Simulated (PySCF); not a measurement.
In(H)(Et)(Vi), C₄H₉In, SMILES C=[CH][InH][CH2]C, singlet at its PBE0/def2-SVP optimised geometry (Å):

```
14

In     0.6478    -0.5800     0.0000
H      2.3904    -0.5800     0.0000
C     -0.5014     1.2755     0.0000
C      0.3176     2.5593    -0.0526
H     -1.1386     1.2494     0.9011
H     -1.1999     1.2158    -0.8525
H      0.9386     2.6172    -0.9609
H      1.0044     2.6476     0.8045
H     -0.3226     3.4589    -0.0445
C     -0.4253    -2.4521     0.0025
C     -1.7646    -2.5079    -0.0025
H      0.1174    -3.4072     0.0074
H     -2.3153    -3.4589    -0.0017
H     -2.3904    -1.6066    -0.0077
```

Calculation: PBE0/def2-TZVP, def2 effective core potentials past Kr in PySCF 2.14.0. The core electrons that the potentials of In replace are not part of the density.

Map of the Laplacian of the electron density (e/bohr⁵) on the plane z = 1.0 Å:

```
|###############################|
|###############################|
|###############################|
|###############################|
|###############################|
|###############################|
|################%%#############|
|###############%%##%###########|
|###############%%#=%###########|
|##############%%%%%############|
|############%%%%%%#############|
|###########%-#%%###############|
|############ #%%###############|
|###########%%%%################|
|###############################|
|################%%%############|
|###############%@@%############|
|###############%@@%############|
|###############%%%%############|
|###############################|
|###############################|
|##########%####################|
|##########%%%%%################|
|##############%################|
|###############################|
|###############################|
|###############################|
|###############################|
|###############################|
|###############################|
|###############################|
```
Scale: ten equal steps from -1.41 (start of ' ') to 0.440 (end of '@'), in the order ' .:-=+*#%@'; x runs from -5.50 to 5.50, y from -5.50 (bottom) to 5.50 (top).
